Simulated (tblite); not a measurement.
Species: C6H10ClFSi.
SMILES with atom numbers: `[CH3:1][CH2:2]/[CH:3]=[C:4]1/[CH2:5][Si@@H:6]([F:7])[C@H:8]1[Cl:9]` (hydrogens: H10, H11, H12 on C1; H13, H14 on C2; H15 on C3; H16, H17 on C5; H18 on Si6; H19 on C8)

Computed with GFN2-xTB (tblite), gas phase: L-BFGS steps from a force-field or distance-geometry start until the largest atomic force falls under 0.01 eV/Å.

Geometry at step 35:
```
atom  x, y, z in Å
C1      3.0254    0.3443   -0.5211
C2      1.6630   -0.0882   -1.0587
C3      0.5376    0.6490   -0.4056
C4     -0.5946    0.1614    0.0705
C5     -1.7622    0.9739    0.6146
Si6    -2.9246   -0.5016    0.3322
F7     -3.6042   -0.3364   -1.1164
C8     -1.1551   -1.2433    0.1248
Cl9    -0.8525   -2.3139   -1.2738
H10     3.2076    1.3868   -0.7788
H11     3.8176   -0.2658   -0.9567
H12     3.0578    0.2440    0.5618
H13     1.6358    0.1527   -2.1253
H14     1.5356   -1.1622   -0.9461
H15     0.6875    1.7184   -0.3345
H16    -1.9536    1.8558    0.0140
H17    -1.6161    1.2931    1.6412
H18    -3.9306   -1.0840    1.1920
H19    -0.7841   -1.7748    1.0040
```

Question: What forces act on the atoms?

Answer: 
| atom | Fx (eV/Å) | Fy (eV/Å) | Fz (eV/Å) |
| --- | --- | --- | --- |
| C1 | -0.028 | 0.043 | 0.011 |
| C2 | -0.015 | -0.008 | -0.035 |
| C3 | 0.063 | 0.002 | 0.059 |
| C4 | 0.068 | -0.069 | 0.003 |
| C5 | 0.032 | -0.034 | -0.080 |
| Si6 | 0.033 | -0.161 | -0.034 |
| F7 | -0.133 | -0.024 | -0.013 |
| C8 | -0.110 | 0.042 | 0.080 |
| Cl9 | 0.059 | 0.038 | 0.006 |
| H10 | 0.054 | -0.028 | 0.063 |
| H11 | -0.090 | 0.075 | 0.055 |
| H12 | 0.041 | -0.028 | -0.012 |
| H13 | -0.042 | -0.109 | -0.078 |
| H14 | -0.007 | -0.043 | 0.024 |
| H15 | 0.000 | 0.098 | -0.029 |
| H16 | -0.057 | 0.180 | -0.013 |
| H17 | 0.062 | 0.013 | 0.087 |
| H18 | 0.024 | 0.053 | -0.008 |
| H19 | 0.046 | -0.040 | -0.088 |

The largest, 0.19 eV/Å, acts on H16; the rms over all components is 0.063 eV/Å. The forces sum to zero within rounding, as they must for an isolated molecule in no field.

Question: Give the force on H16 in Eh/bohr and in nN.

Answer: 0.189 eV/Å ÷ 51.422 = 0.00368 Eh/bohr, and 0.189 eV/Å × 1.602 = 0.30 nN.

Question: How far is this geometry from the end of the optimisation?

Answer: 0.081 eV above it, and 0.481 Å rms away after alignment. The bonds farthest from their final lengths, with half the difference of the two atoms' forces along the bond (positive lengthens):

```tsv
bond	now (Å)	final (Å)	force along bond (eV/Å)
C8–Cl9	1.787	1.799	+0.04
C5–Si6	1.899	1.907	+0.05
C5–H16	1.084	1.090	+0.08
C4–C5	1.523	1.519	+0.01
C5–H17	1.085	1.088	+0.09
C1–H11	1.091	1.088	-0.04
```

The angle farthest from its final value is C5–Si6–F7, 108.2° against 114.9°.

The cost below is that of the whole relaxation. The run took 2.7 s on one thread of an Arm Neoverse N1, shared host with 64 logical CPUs at a one-minute load of 60.
